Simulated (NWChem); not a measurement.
System: CH$_{5}$BOS$_{2}$; SMILES COB(S)S

NWChem input:

```
start job
memory heap 200 mb stack 900 mb global 1100 mb
geometry units angstroms noautoz
  B     -0.132116     0.140909     0.022767
  O     -1.236516    -0.620758    -0.132233
  C     -1.216773    -2.026386    -0.071366
  H     -0.562683    -2.452030    -0.850834
  H     -0.865506    -2.379843     0.912618
  H     -2.240665    -2.390228    -0.232325
  S     -0.283415     1.949743    -0.076188
  H     -1.615580     1.942474    -0.298438
  S      1.492510    -0.634893     0.327719
  H      2.197081     0.513241     0.397667
end
basis spherical
  * library def2-svp
end
dft
  xc xpbe96 cpbe96
  iterations 150
  mulliken
end
task dft gradient
```

Excerpt of the output:

```
             Northwest Computational Chemistry Package (NWChem) 7.3.0
             --------------------------------------------------------

 C1  symmetry detected

                             Geometry "geometry" -> ""
                             -------------------------

 Output coordinates in angstroms (scale by  1.889725989 to convert to a.u.)

  No.       Tag          Charge          X              Y              Z
 ---- ---------------- ---------- -------------- -------------- --------------
    1 B                    5.0000    -0.10447605     0.14483881    -0.00005059
    2 O                    8.0000    -1.22760758    -0.60511886    -0.00025894
    3 C                    6.0000    -1.21352343    -2.01213206     0.00011271
    4 H                    1.0000    -0.70211397    -2.40793236    -0.89340807
    5 H                    1.0000    -0.70822291    -2.40744186     0.89730077
    6 H                    1.0000    -2.25387290    -2.36470049    -0.00336780
    7 S                   16.0000    -0.25016316     1.95683748     0.00001080
    8 H                    1.0000    -1.60073806     1.96436405     0.00152081
    9 S                   16.0000     1.53958381    -0.64973106     0.00007477
   10 H                    1.0000     2.25859891     0.49155707    -0.00176663

 Effective nuclear repulsion energy (a.u.)     264.3131637202

  pbe96 is a nonlocal functional; adding pw91lda local functional.

                                 NWChem DFT Module
                                 -----------------

 Summary of "ao basis" -> "ao basis" (spherical)
 ------------------------------------------------------------------------------
       Tag                 Description            Shells   Functions and Types
 ---------------- ------------------------------  ------  ---------------------
 B                          def2-svp                 6       14   3s2p1d
 O                          def2-svp                 6       14   3s2p1d
 C                          def2-svp                 6       14   3s2p1d
 H                          def2-svp                 3        5   2s1p
 S                          def2-svp                 8       18   4s3p1d

            General Information
            -------------------
          SCF calculation type: DFT
          Wavefunction type:  closed shell.
          No. of atoms     :    10
          No. of electrons :    56
           Alpha electrons :    28
            Beta electrons :    28
          Charge           :     0
          Spin multiplicity:     1
          Use of symmetry is: off; symmetry adaption is: off
          Maximum number of iterations: 150
          AO basis - number of functions:   103
                     number of shells:    49
          Convergence on energy requested:  1.00D-06
          Convergence on density requested:  1.00D-05
          Convergence on gradient requested:  5.00D-04

              XC Information
              --------------
          PerdewBurkeErnzerhof Exchange Functional  1.000
            Perdew 1991 LDA Correlation Functional  1.000 local
           PerdewBurkeErnz. Correlation Functional  1.000 non-local

             Grid Information
             ----------------
          Grid used for XC integration:  medium
          Radial quadrature: Mura-Knowles
          Angular quadrature: Lebedev.
          Tag              B.-S. Rad. Rad. Pts. Rad. Cut. Ang. Pts.
          ---              ---------- --------- --------- ---------
          B                   0.85       49          10.0       434
          O                   0.60       49          10.0       434
          C                   0.70       49          11.0       434
          H                   0.35       45          13.0       434
          S                   1.00       88          12.0       590
          Grid pruning is: on
          Number of quadrature shells:   548
          Spatial weights used:  Erf1

      Superposition of Atomic Density Guess
      -------------------------------------

 Sum of atomic energies:        -934.01099101

      Non-variational initial energy
      ------------------------------

 Total energy =    -936.210377
 1-e energy   =   -1813.009202
 2-e energy   =     612.485662
 HOMO         =      -0.308739
 LUMO         =       0.074678

     ---------------------------------------------
      Total Density - Mulliken Population Analysis
     ---------------------------------------------

    Atom       Charge   Shell Charges
 -----------   ------   -------------------------------------------------------
    1 B    5     4.53   1.99  0.84  0.11  1.16  0.29  0.14
    2 O    8     8.55   1.99  1.10  0.61  3.05  1.80  0.01
    3 C    6     5.87   1.99  0.92  0.21  1.84  0.86  0.05
    4 H    1     0.93   0.69  0.22  0.02
    5 H    1     0.93   0.69  0.22  0.02
    6 H    1     0.92   0.69  0.21  0.02
    7 S   16    16.33   2.00  1.99  1.20  0.60  5.94  1.82  2.74  0.03
    8 H    1     0.80   0.58  0.19  0.03
    9 S   16    16.35   2.00  1.99  1.19  0.63  5.94  1.82  2.75  0.03
   10 H    1     0.79   0.58  0.19  0.03

   convergence    iter        energy       DeltaE   RMS-Dens  Diis-err
 ---------------- ----- ----------------- --------- --------- ---------
 d= 0,ls=0.0,diis     1   -936.7062810213 -1.20D+03  1.37D-02  7.61D-01
 d= 0,ls=0.0,diis     2   -936.6240431989  8.22D-02  8.94D-03  1.60D+00
 d= 0,ls=0.0,diis     3   -936.7822462356 -1.58D-01  2.95D-03  1.45D-01
 d= 0,ls=0.0,diis     4   -936.7926841783 -1.04D-02  1.56D-03  2.67D-02
 d= 0,ls=0.0,diis     5   -936.7961894577 -3.51D-03  4.24D-04  1.81D-03
  Resetting Diis
 d= 0,ls=0.0,diis     6   -936.7964676528 -2.78D-04  9.92D-05  1.38D-04
 d= 0,ls=0.0,diis     7   -936.7964871953 -1.95D-05  5.01D-05  7.48D-06
 d= 0,ls=0.0,diis     8   -936.7964860030  1.19D-06  2.98D-05  1.68D-05
 d= 0,ls=0.0,diis     9   -936.7964882022 -2.20D-06  4.73D-06  4.70D-07
 d= 0,ls=0.0,diis    10   -936.7964882491 -4.69D-08  1.28D-06  3.92D-08

         Total DFT energy =     -936.796488249071
      One electron energy =    -1816.861931720509
           Coulomb energy =      686.553177812202
    Exchange-Corr. energy =      -70.800898060991
 Nuclear repulsion energy =      264.313163720228

 Numeric. integr. density =       55.999970319669

                       DFT Final Molecular Orbital Analysis
                       ------------------------------------

 Vector   26  Occ=2.000000D+00  E=-2.664241D-01
              MO Center= -1.4D-01, -1.7D-01, -3.2D-04, r^2= 4.3D+00
   Bfn.  Coefficient  Atom+Function         Bfn.  Coefficient  Atom+Function
  ----- ------------  ---------------      ----- ------------  ---------------
    18      0.324181   2 O  px               69     -0.291739   7 S  py
    91      0.248148   9 S  px               66     -0.221690   7 S  py
    21      0.212612   2 O  px               92     -0.211710   9 S  py
     4      0.205400   1 B  px               88      0.189780   9 S  px
    89     -0.178761   9 S  py               19     -0.169892   2 O  py

 Vector   27  Occ=2.000000D+00  E=-2.398379D-01
              MO Center=  3.2D-01, -2.6D-01,  2.4D-04, r^2= 3.8D+00
   Bfn.  Coefficient  Atom+Function         Bfn.  Coefficient  Atom+Function
  ----- ------------  ---------------      ----- ------------  ---------------
    93      0.437883   9 S  pz               20     -0.359448   2 O  pz
    90      0.311848   9 S  pz               23     -0.268388   2 O  pz
    70      0.260095   7 S  pz               67      0.188324   7 S  pz
    87      0.179027   9 S  pz               43     -0.107738   4 H  s
    48      0.108191   5 H  s                64      0.108118   7 S  pz

 Vector   28  Occ=2.000000D+00  E=-2.167742D-01
              MO Center=  3.4D-01,  9.7D-01, -2.6D-06, r^2= 3.8D+00
   Bfn.  Coefficient  Atom+Function         Bfn.  Coefficient  Atom+Function
  ----- ------------  ---------------      ----- ------------  ---------------
    70      0.527780   7 S  pz               93     -0.401733   9 S  pz
    67      0.370656   7 S  pz               90     -0.279700   9 S  pz
    64      0.211648   7 S  pz               87     -0.159541   9 S  pz
    20     -0.078419   2 O  pz               23     -0.059532   2 O  pz
    34      0.042611   3 C  pz               43     -0.036514   4 H  s

 Vector   29  Occ=0.000000D+00  E=-1.245735D-02
              MO Center=  6.4D-03,  1.2D-01,  1.6D-02, r^2= 3.1D+00
   Bfn.  Coefficient  Atom+Function         Bfn.  Coefficient  Atom+Function
  ----- ------------  ---------------      ----- ------------  ---------------
     6      0.603706   1 B  pz                9     -0.568471   1 B  pz
    93      0.371101   9 S  pz               70      0.367587   7 S  pz
    20      0.259421   2 O  pz               23      0.255400   2 O  pz
    49     -0.236771   5 H  s                44      0.203940   4 H  s
    37      0.191448   3 C  pz               90      0.175212   9 S  pz

[...]

                         DFT ENERGY GRADIENTS

    atom               coordinates                        gradient
                 x          y          z           x          y          z
   1 B      -0.197431   0.273706  -0.000096   -0.004830  -0.003990   0.000011
   2 O      -2.319842  -1.143509  -0.000489    0.008573  -0.003225  -0.000020
   3 C      -2.293227  -3.802378   0.000213    0.000449   0.002098   0.000013
   4 H      -1.326803  -4.550332  -1.688296   -0.002707   0.002679   0.004518
   5 H      -1.338347  -4.549405   1.695653   -0.002674   0.002676  -0.004542
   6 H      -4.259202  -4.468636  -0.006364    0.005400   0.002439   0.000013
   7 S      -0.472740   3.697887   0.000020   -0.005700  -0.004884  -0.000006
   8 H      -3.024956   3.712110   0.002874    0.005938   0.000044   0.000009
   9 S       2.909392  -1.227814   0.000141   -0.001543   0.007206   0.000009
  10 H       4.268133   0.928908  -0.003338   -0.002904  -0.005043  -0.000005
```

Level: PBE/def2-SVP. Structure relaxed at the PBE0/def2-SVP level.
